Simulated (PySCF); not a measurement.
## Distorted geometries of [NdS(OH)2]−

[NdS(OH)2]− (singlet in the valence; each metal's 4f electrons, 3 of them, lie in its core potential, out of spins and levels). PySCF 2.14.0, RKS PBE, Nd lcecp-1-SVP with ECP49, S def2-SVP, O def2-SVP, H def2-SVP; non-relativistic Hamiltonian with scalar-relativistic core potentials where named; density fitting; no spin-orbit coupling. Relaxed geometry:

```xyz
6

Nd   -0.5497    0.0000   -0.4419
S     1.8538    0.0000    0.2336
O    -1.5937    1.8842    0.0262
H    -1.0768    2.6126    0.4178
O    -1.5937   -1.8842    0.0262
H    -1.0768   -2.6126    0.4178
```

Q: Order these distorted geometries by energy above the relaxed one, lowest first.
A.
```xyz
6

Nd   -0.5662    0.0171   -0.3790
S     1.9317   -0.1051    0.2341
O    -1.4030    1.9396    0.0642
H    -1.1227    2.6189    0.4337
O    -1.5452   -1.9655   -0.0379
H    -1.3313   -2.5050    0.3645
```
B.
```xyz
6

Nd   -0.6373    0.0093   -0.4382
S     1.8982   -0.0045    0.2619
O    -1.5950    1.9576    0.1120
H    -1.0427    2.5958    0.3400
O    -1.5288   -1.8663    0.0189
H    -1.1312   -2.6919    0.3851
```
C.
```xyz
6

Nd   -0.6942    0.1049   -0.3557
S     1.8998   -0.0779    0.2229
O    -1.5234    1.9001    0.0580
H    -1.1135    2.6524    0.3418
O    -1.4885   -1.8930    0.1064
H    -1.1170   -2.6865    0.3061
```

A: B (0.49 eV), C (0.84 eV), A (4.45 eV).

Q: Which forces (eV/Å) act in the one that lies 4.45 eV up?

A: 
```
Nd    1.30  -1.13  -0.04
S    -0.94   0.10  -0.21
O    -4.72 -10.06  -5.54
H     4.33  10.68   5.76
O   -11.12  28.77 -20.89
H    11.14 -28.35  20.92
```
Forces carry noise of the integration grid, about 0.01 to 0.03 eV/Å.

An lcecp potential fixes the number of 4f electrons, so in runs with it no electron can move into or out of that shell.
